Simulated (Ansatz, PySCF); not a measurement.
Input for Ansatz (an electronic-structure program):
Ansatz 0.2 input:
```yaml
crystal:
  periodic: [false, false, false]
  atoms:
    - {symbol: W, position_ang: [0.05487010, -0.01169516, 0.01838624]}
    - {symbol: O, position_ang: [1.32229612, -0.35687239, -1.03644562]}
    - {symbol: O, position_ang: [0.49345910, -0.03014245, 1.64488116]}
    - {symbol: F, position_ang: [-0.71526726, 1.59888556, -0.41592983]}
    - {symbol: F, position_ang: [-1.34989154, -1.15871218, -0.27607755]}
basis:
  gaussian:
    orbitals: def2-SVPD
hamiltonian:
  xc: b3lyp
accuracy: high
```

Convert this to an input for PySCF.

One answer among several that fit: 
```python
from pyscf import gto, scf, dft

mol = gto.Mole()
mol.atom = '''
    W     0.054870   -0.011695    0.018386
    O     1.322296   -0.356872   -1.036446
    O     0.493459   -0.030142    1.644881
    F    -0.715267    1.598886   -0.415930
    F    -1.349892   -1.158712   -0.276078
'''
mol.basis = 'def2-svpd'
mol.ecp = {'W': 'def2-svpd'}
mol.charge = 0
mol.spin = 0
mol.verbose = 4
mol.build()

mf = dft.RKS(mol)
mf.xc = 'b3lyp'
mf.grids.atom_grid = (99, 590)
mf.grids.prune = None
mf.kernel()
```

Both were run: Ansatz gave -417.200891 Eh and PySCF -417.200895 Eh, 0.004 mEh apart.
